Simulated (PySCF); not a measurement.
# Computed vibrations of Lu(NH2)3

Lu(NH2)3 (singlet in the valence; each metal's 4f electrons, 14 of them, lie in its core potential, out of spins and levels). PySCF 2.14.0, RKS PBE0, Lu lcecp-1-SVP with ECP60, N def2-SVP, H def2-SVP; non-relativistic Hamiltonian with scalar-relativistic core potentials where named; density fitting; no spin-orbit coupling. Central differences of gradients.

```xyz
10

Lu    0.0000    0.0000    0.0000
N     2.1491    0.0000    0.0000
H     2.7754    0.0000    0.8049
H     2.7754    0.0000   -0.8049
N    -1.0745    1.8612    0.0000
H    -1.3877    2.4035    0.8049
H    -1.3877    2.4035   -0.8049
N    -1.0746   -1.8611    0.0000
H    -1.3877   -2.4035    0.8049
H    -1.3877   -2.4035   -0.8049
```

Run from Python with OMP_NUM_THREADS=2. Where DIIS fails, smearing, a level shift and second-order steps follow.
It took 54 s on 2 threads of Arm Neoverse V1, with other jobs on the host.

(1) What are the harmonic wavenumbers and infrared intensities?

(2) Is this a minimum?

An lcecp potential fixes the number of 4f electrons, so in runs with it no electron can move into or out of that shell.

Results:

(1) Modes are labelled in D3h; negative numbers are unstable modes, those under 60 cm⁻¹ near the noise; a finer grid moves soft modes by up to 10 cm⁻¹.
| cm⁻¹ | km/mol | symmetry |
| --- | --- | --- |
| -436 | – | e'' |
| -436 | – | e'' |
| -433 | – | a1'' |
| -50 | – | a2'' |
| 128 | 0.0 | e' |
| 128 | 0.0 | e' |
| 338 | 0.0 | e'' |
| 338 | 0.0 | e'' |
| 360 | 197.4 | a2'' |
| 381 | 0.0 | a2' |
| 416 | 284.5 | e' |
| 416 | 284.5 | e' |
| 526 | 149.8 | e' |
| 526 | 149.8 | e' |
| 554 | 0.0 | a1' |
| 1529 | 41.3 | e' |
| 1529 | 41.3 | e' |
| 1532 | 0.0 | a1' |
| 3549 | 18.6 | e' |
| 3549 | 18.6 | e' |
| 3550 | 0.0 | a1' |
| 3620 | 0.0 | e'' |
| 3620 | 0.0 | e'' |
| 3620 | 15.9 | a2'' |

(2) No: 4 unstable; the lowest moves the atoms so:
```
Lu   0.00  0.00  0.00
N    0.00  0.00  0.01
H    0.01  0.54  0.00
H   -0.01 -0.54  0.00
N    0.00  0.00  0.02
H    0.38  0.24  0.00
H   -0.38 -0.24  0.00
N    0.00  0.00 -0.03
H   -0.07  0.07 -0.01
H    0.07 -0.07 -0.01
```
